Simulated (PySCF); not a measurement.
**Spinor energies of Ta⁴⁺ (tantalum, charge +4)**

Start: [Xe] 4f14 5d1; 5d3/2 filled at m_j = +3/2. Calculated with PySCF 2.14 in x2c-QZVPPall-2c: generalised Hartree-Fock with the X2C-1e Hamiltonian and a Gaussian nucleus; one run each with spin-orbit coupling (SO) switched off, then screened by Boettger's factors.

```json
{"spinor shell": "1s1/2", "electrons": "2", "ε, spin-free (eV)": "-67818.2", "ε, screened SO (eV)": "-67798.6", "weight of nominal j (screened SO)": "1.000", "rms radius, screened SO (bohr)": "0.0211"}
{"spinor shell": "2s1/2", "electrons": "2", "ε, spin-free (eV)": "-11826.9", "ε, screened SO (eV)": "-11820.7", "weight of nominal j (screened SO)": "1.000", "rms radius, screened SO (bohr)": "0.0853"}
{"spinor shell": "2p1/2", "electrons": "2", "ε, spin-free (eV)": "-10372.0", "ε, screened SO (eV)": "-11278.6", "weight of nominal j (screened SO)": "1.000", "rms radius, screened SO (bohr)": "0.0726"}
{"spinor shell": "2p3/2", "electrons": "4", "ε, spin-free (eV)": "-10372.0", "ε, screened SO (eV)": "-10002.5", "weight of nominal j (screened SO)": "1.000", "rms radius, screened SO (bohr)": "0.0799"}
{"spinor shell": "3s1/2", "electrons": "2", "ε, spin-free (eV)": "-2803.0", "ε, screened SO (eV)": "-2801.0", "weight of nominal j (screened SO)": "1.000", "rms radius, screened SO (bohr)": "0.218"}
{"spinor shell": "3p1/2", "electrons": "2", "ε, spin-free (eV)": "-2362.5", "ε, screened SO (eV)": "-2560.3", "weight of nominal j (screened SO)": "1.000", "rms radius, screened SO (bohr)": "0.210"}
{"spinor shell": "3p3/2", "electrons": "4", "ε, spin-free (eV)": "-2362.5", "ε, screened SO (eV)": "-2280.6", "weight of nominal j (screened SO)": "1.000", "rms radius, screened SO (bohr)": "0.225"}
{"spinor shell": "3d3/2", "electrons": "4", "ε, spin-free (eV)": "-1843.5", "ε, screened SO (eV)": "-1878.9", "weight of nominal j (screened SO)": "1.000", "rms radius, screened SO (bohr)": "0.199"}
{"spinor shell": "3d5/2", "electrons": "6", "ε, spin-free (eV)": "-1843.5", "ε, screened SO (eV)": "-1818.2", "weight of nominal j (screened SO)": "1.000", "rms radius, screened SO (bohr)": "0.203"}
{"spinor shell": "4s1/2", "electrons": "2", "ε, spin-free (eV)": "-636.75", "ε, screened SO (eV)": "-636.08", "weight of nominal j (screened SO)": "1.000", "rms radius, screened SO (bohr)": "0.488"}
{"spinor shell": "4p1/2", "electrons": "2", "ε, spin-free (eV)": "-489.65", "ε, screened SO (eV)": "-535.57", "weight of nominal j (screened SO)": "1.000", "rms radius, screened SO (bohr)": "0.497"}
{"spinor shell": "4p3/2", "electrons": "4", "ε, spin-free (eV)": "-489.65", "ε, screened SO (eV)": "-470.42", "weight of nominal j (screened SO)": "1.000", "rms radius, screened SO (bohr)": "0.530"}
{"spinor shell": "4d3/2", "electrons": "4", "ε, spin-free (eV)": "-297.62", "ε, screened SO (eV)": "-304.79", "weight of nominal j (screened SO)": "1.000", "rms radius, screened SO (bohr)": "0.557"}
{"spinor shell": "5s1/2", "electrons": "2", "ε, spin-free (eV)": "-128.69", "ε, screened SO (eV)": "-128.48", "weight of nominal j (screened SO)": "1.000", "rms radius, screened SO (bohr)": "1.17"}
{"spinor shell": "5p1/2", "electrons": "2", "ε, spin-free (eV)": "-89.007", "ε, screened SO (eV)": "-96.426", "weight of nominal j (screened SO)": "0.998", "rms radius, screened SO (bohr)": "1.29"}
{"spinor shell": "5p3/2", "electrons": "4", "ε, spin-free (eV)": "-89.007", "ε, screened SO (eV)": "-85.757", "weight of nominal j (screened SO)": "0.979", "rms radius, screened SO (bohr)": "1.37"}
{"spinor shell": "4f5/2", "electrons": "6", "ε, spin-free (eV)": "-82.805", "ε, screened SO (eV)": "-83.757", "weight of nominal j (screened SO)": "0.987", "rms radius, screened SO (bohr)": "0.705"}
{"spinor shell": "4f7/2", "electrons": "8", "ε, spin-free (eV)": "-82.805", "ε, screened SO (eV)": "-81.507", "weight of nominal j (screened SO)": "0.999", "rms radius, screened SO (bohr)": "0.701"}
{"spinor shell": "5d3/2", "electrons": "1", "ε, spin-free (eV)": "-47.188", "ε, screened SO (eV)": "-47.665", "weight of nominal j (screened SO)": "1.000", "rms radius, screened SO (bohr)": "1.84"}
```

Question: Where does 4d5/2 lie, and what is the 4d spin-orbit splitting (screened SO)?

Answer: At -292.26 eV, 12.523 eV above 4d3/2.

```csv
quantity,spin-free,screened SO
E (hartree),-15590.26258,-15607.70475
M_J,3/2,3/2
⟨J²⟩,4.755,3.753
⟨L²⟩,6.004,6.122
⟨S²⟩,0.751,0.867
```

Each row is a mean over spinors that exchange with the open shell spreads, by up to 3.224 eV (5p1/2).

Breit and QED terms are absent; they matter most for the inner s and p1/2 levels.

Densities and radii are taken from the X2C orbitals without a picture-change correction, which distorts them close to the nucleus.

Without spin-orbit coupling the j labels of p, d and f shells carry no meaning; the spin-free column gives the mean over the occupied spinors of each nl shell, and its ⟨J²⟩ belongs to a mixture of degenerate components.
